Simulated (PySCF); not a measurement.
# Reading the logs of faulty runs: ClH2Si anion

These are calculations, not measurements. The program is PySCF 2.14.0, an open-source quantum chemistry code, run on an isolated molecule that a program drew, which may never have been made. The molecule is ClH2Si anion (charge -1, singlet), drawn as the SMILES string `[SiH2-]Cl`.

Each row is a Hartree-Fock (HF) and frozen-core CCSD(T) single point in the aug-cc-pV(D+d)Z basis, meant for a local HF minimum. Run 1 is clean. Each other run has one planted mistake out of seven kinds, and not every kind appears here: one electron removed, one electron added, multiplicity raised by two, geometry at a saddle point, minimal basis STO-3G, one bond length entered in bohr, all coordinates scaled. The reference is restricted for singlets and unrestricted otherwise, and also for a bond in bohr. Adding or removing an electron swaps singlet and doublet. Electrons count all cores. HOMO and LUMO are orbital energies over both spins, the gradient is its largest component, and the lowest frequency (negative if imaginary) is given only where the gradient is small. Bond lengths are over the 3 bonds as drawn. T1 is the CCSD diagnostic: over 0.02 (restricted) or 0.045 (unrestricted) a single reference is doubtful.

Geometry of the clean run:
```xyz
4
ClH2Si anion, angstrom
Si    0.6626    0.0340    0.6620
Cl    0.5238    1.9486   -0.6112
H     0.8846   -0.9036   -0.5267
H    -0.8487   -0.1971    0.7247
```

```
run  electrons  basis functions  <S^2>  HOMO (eV)  LUMO (eV)  gradient (hartree/bohr)  lowest frequency (cm^-1)  mean bond (Å)  longest bond (Å)      T1  HF (hartree)  CCSD(T) (hartree)                     mistake
  1         34               82  0.000      -2.68       4.30                  5.6e-06                       336         1.7879             2.304  0.0119    -749.64494         -749.95885                    no fault
  2         34               82  2.006       0.32       3.88                  3.5e-02                         -         1.7879             2.304  0.0455    -749.56333         -749.86090  multiplicity raised by two
  3         34               82  0.000      -3.06       4.23                  1.9e-02                         -         1.8809             2.423  0.0128    -749.64023         -749.95540                           ?
  4         34               20  0.000       1.30      16.52                  2.7e-02                         -         1.7879             2.304  0.0065    -741.23769         -741.28898                           ?
```

**Which mistake was planted in run 3, and what did it cost?**

The mean and the longest bond both change by the same factor, 1.052, and the gradient is no longer small. So the mistake is: all coordinates scaled. Subtracting run 1 and multiplying by 627.51 kcal/mol a hartree, the energy moved by 3.0 kcal/mol in HF and 2.2 kcal/mol in CCSD(T).

**Which mistake was planted in run 4, and what did it cost?**

It has 20 basis functions where the clean run has 82, with the same electrons and geometry. So the mistake is: minimal basis STO-3G. Subtracting run 1 and multiplying by 627.51 kcal/mol a hartree, the energy moved by 5275.6 kcal/mol in HF and 5440.4 kcal/mol in CCSD(T).

Cautions from the logs. Run 2: T1 is over the limit, so its CCSD(T) energy is less reliable and the HOMO is above zero, so the electron isn't bound and the energy depends on the basis; run 4: the HOMO is above zero, so the electron isn't bound and the energy depends on the basis.
